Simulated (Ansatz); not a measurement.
Program: Ansatz. Geometries: PBE0-D4/def2-TZVP. ΔE: electronic, gas phase. CCSD(T)/CBS is the MP2 limit (def2-TZVPP, def2-QZVPP) plus CCSD(T) − MP2 in def2-TZVPP, frozen cores. This one scheme is used for every species. Functionals use def2-TZVPP. For Se outer-core shells are correlated without core-valence functions, which leaves a few kJ/mol of doubt a bond. Scalar relativity is left out up to krypton. One conformer a species, not always the lowest.

Reaction (substitution at a C–Se bond): `B[Se]C(C)O` + `N[SiH3]` → `CC(O)N[SiH3]` + `B[SeH]`

Problem. Is it downhill or uphill in electronic energy at CCSD(T)/CBS, and by how much? (Best estimate.)

Solution. Ansatz gave: Uphill: ΔE = +2.4 kcal/mol.

Problem. What do these levels give: r2SCAN-D4, PBE0-D4, HF/def2-TZVPP, CCSD/def2-TZVPP, HF/CBS(def2), MP2/CBS(def2)? (Best estimate.)

Solution. Computed: r2SCAN-D4 2.6, PBE0-D4 2.0, HF/def2-TZVPP -1.9, CCSD/def2-TZVPP 1.0, HF/CBS(def2) -1.9, MP2/CBS(def2) 3.9 kcal/mol.

Largest T1 diagnostic among the species: 0.013.

From PBE to PBE0 (25 % exact exchange), in def2-TZVPP and without D4, ΔE moves by −1.3 kcal/mol. In def2-TZVPP, CCSD(T) changes the Hartree–Fock value by +3.6 kcal/mol (the triples alone add +0.8 kcal/mol) and MP2 by +5.1 kcal/mol.
